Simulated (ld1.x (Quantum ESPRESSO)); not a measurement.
**Which change was made? (Cd, TM)**

ld1.x (Quantum ESPRESSO) 7.5 input, shortened:

```
&input
   title='Cd', zed=48., rel=1, dft='PBE', iswitch=3,
   config='[Kr] 4d10 5s2 5p0'
 /
 &inputp
   pseudotype=2, tm=.true., lloc=2,
   nlcc=.true., rcore=1.10
 /
3
5S  1  0   2.00   0.00  2.25  2.25  0.0
5P  2  1   0.00   0.00  3.25  3.25  0.0
4D  3  2  10.00   0.00  1.85  1.85  0.0
 &test
   configts(1)='4d10 5s2 5p0'
 /
```

Cutoffs, loose and tight: the cutoffs (Ry, on a coarse ladder) from which the occupation-weighted sum of valence levels, in a spherical-Bessel basis at the reference potential, stays within 10 and 1 mRy of its value at 400 Ry. They do not see the model core or the augmentation charge, which bear on the density cutoff. Test errors are all-electron minus pseudo excitation energies from the reference, over the configurations 4d10 5s1 5p0; 4d10 5s0 5p0; 4d9 5s0 5p0; 4d10 5s1 5p1; 4d9 5s2 5p0; 4d9 5s2 5p1; 4d10 5s1.5 5p0; variants that change the core or the reference have their own tests. The largest error is taken over the tests solved by every variant that gives reliable tests at all, those not shown here included: 4d10 5s0 5p0; 4d10 5s1 5p0; 4d10 5s1 5p1; 4d10 5s1.5 5p0; 4d9 5s0 5p0; 4d9 5s2 5p0.

The base gives: outcome: generated; cutoff, loose: 60 Ry; cutoff, tight: 100 Ry; bound ghosts: s, p; largest test error (meV): -87.

(1) After one change the result is: outcome: generated; cutoff, loose: 70 Ry; cutoff, tight: 100 Ry; bound ghosts: none; largest test error (meV): -349. Which change was it?
A. wave 4d (bound): rc 1.85 bohr becomes 4d (bound): rc 1.26 bohr
B. type PAW; waves now 5s (bound): rcut 1.95, rcutus 2.25 bohr; 5s channel at 0.15 Ry: rcut 1.95, rcutus 2.25 bohr; 5p (bound): rcut 2.85, rcutus 3.25 bohr; 5p channel at 2.1 Ry: rcut 2.85, rcutus 3.25 bohr; 4d (bound): rcut 1.60, rcutus 1.85 bohr; 4d channel at 0.35 Ry: rcut 1.60, rcutus 1.85 bohr; local potential all-electron potential smoothed inside 1.70 bohr (lloc = -2); augmentation PSQ, inside the norm-conserving radii
C. local potential the p channel
D. wave 5p (bound): rc 3.25 bohr becomes 5p (bound): rc 2.04 bohr

Results:

(1) C. The others give: wave 5p (bound): rc 3.25 bohr becomes 5p (bound): rc 2.04 bohr → outcome: generated; cutoff, loose: 70 Ry; cutoff, tight: 100 Ry; bound ghosts: s, p; largest test error (meV): -87 | wave 4d (bound): rc 1.85 bohr becomes 4d (bound): rc 1.26 bohr → outcome: generated; cutoff, loose: 90 Ry; cutoff, tight: 120 Ry; bound ghosts: s, p; largest test error (meV): -70 | type PAW; waves now 5s (bound): rcut 1.95, rcutus 2.25 bohr; 5s channel at 0.15 Ry: rcut 1.95, rcutus 2.25 bohr; 5p (bound): rcut 2.85, rcutus 3.25 bohr; 5p channel at 2.1 Ry: rcut 2.85, rcutus 3.25 bohr; 4d (bound): rcut 1.60, rcutus 1.85 bohr; 4d channel at 0.35 Ry: rcut 1.60, rcutus 1.85 bohr; local potential all-electron potential smoothed inside 1.70 bohr (lloc = -2); augmentation PSQ, inside the norm-conserving radii → outcome: generated; cutoff, loose: 35 Ry; cutoff, tight: 55 Ry; bound ghosts: none; largest test error (meV): -131.
